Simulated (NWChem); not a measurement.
# Correlation energy of Sn

```xyz
1

Sn     0.0000     0.0000     0.0000
```
Charge 0, spin multiplicity 3.

Program: NWChem.

Basis set: def2-TZVP. Each correlation energy counts from its own Hartree-Fock reference.

```tsv
method	correlation energy (mHa)
CCSD[T] on ROHF	-272.0
CCSD(T) on UHF	-267.6
CCSD on UHF	-261.6
CCSD on ROHF	-265.2
CCSD[T] on UHF	-268.1
UMP2	-264.6
CCSD(T) on ROHF	-271.5
SCS-UMP2	-235.2
```

The values span 36.8 mHa, from CCSD[T] on ROHF (lowest) to SCS-UMP2 (highest). 

Effective core potentials replace the inner electrons of Sn; spin-orbit coupling is left out. The correlated methods keep 4 core orbitals frozen. No SCF solution was tested for a lower state. Open-shell Hartree-Fock references start from PBE0 orbitals. No row is a measurement; the coupled-cluster row has its own basis-set and correlation limits.
